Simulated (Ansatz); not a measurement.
`CC=C(C)C` + `[OH][Sn]([F])([F])[F]` → `C[O][Sn]([F])([F])[F]` + `C=C(C)C`  (substitution at a C–C bond)

Calculated with Ansatz (gas phase, PBE0-D4/def2-TZVP geometries, no zero-point term in ΔE). CCSD(T)/CBS is the MP2 limit (def2-TZVPP, def2-QZVPP) plus CCSD(T) − MP2 in def2-TZVPP, frozen cores. This one scheme is used for every species. DFT in def2-TZVPP. def2 core potentials past Kr. For Sn outer-core shells are correlated without core-valence functions, which leaves a few kJ/mol of doubt a bond. One conformer a species, not always the lowest.

**Question.** Is it downhill or uphill in electronic energy at CCSD(T)/CBS, and by how much? (Best estimate.)

**Answer.** The calculation gave: Uphill: ΔE = +61.3 kJ/mol.

**Question.** What do these levels give: r2SCAN-D4, ωB97X-V, B2PLYP, r2SCANh, MP2/def2-SVP, CCSD/def2-TZVPP? (Best estimate.)

**Answer.** The calculation gave: r2SCAN-D4 60.7, ωB97X-V 57.5, B2PLYP 57.6, r2SCANh 61.3, MP2/def2-SVP 59.3, CCSD/def2-TZVPP 59.2 kJ/mol.

Largest T1 diagnostic among the species: 0.015.

At CCSD(T), def2-SVP lies −9.6 kJ/mol from the extrapolated value and def2-TZVPP −1.1 kJ/mol. In def2-TZVPP, CCSD(T) changes the Hartree–Fock value by +12.7 kJ/mol (the triples alone add +1.0 kJ/mol) and MP2 by +19.4 kJ/mol. From BLYP to BHLYP (50 % exact exchange), in def2-TZVPP and without D4, ΔE moves by +4.6 kJ/mol.
